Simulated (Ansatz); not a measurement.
Basis-set extrapolation for CH4O2SSi (`O[SiH2]OC=S`) (PBE0-D4/def2-TZVP geometry, frozen core, Ansatz). Multiplicity 1, RHF reference.

|  | def2-TZVPP | def2-QZVPP |
| --- | --- | --- |
| HF | -876.568298 | -876.598215 |
| MP2 correlation | -0.920190 | -0.993649 |
| CCSD(T) correlation | -0.993972 | not run |

Energies in hartree. Use E(X) = E(∞) + A·exp(−7.88·√X) for Hartree–Fock and E(X) = E(∞) + B·X^(−2.97) for correlation, with X = 3 and 4, and add CCSD(T) minus MP2 of the smaller set to the MP2 limit.

**Question.** What is the CCSD(T) energy at the basis-set limit?

**Answer.** HF limit: -876.598215 + (-0.029917) × 0.13774 = -876.60234. MP2 limit: -0.993649 + (-0.073459) × 0.74074 = -1.04806. Higher-order term: -0.993972 − (-0.920190) = -0.07378. Total: -877.72418 hartree, 4.41 eV below CCSD(T)/def2-TZVPP.
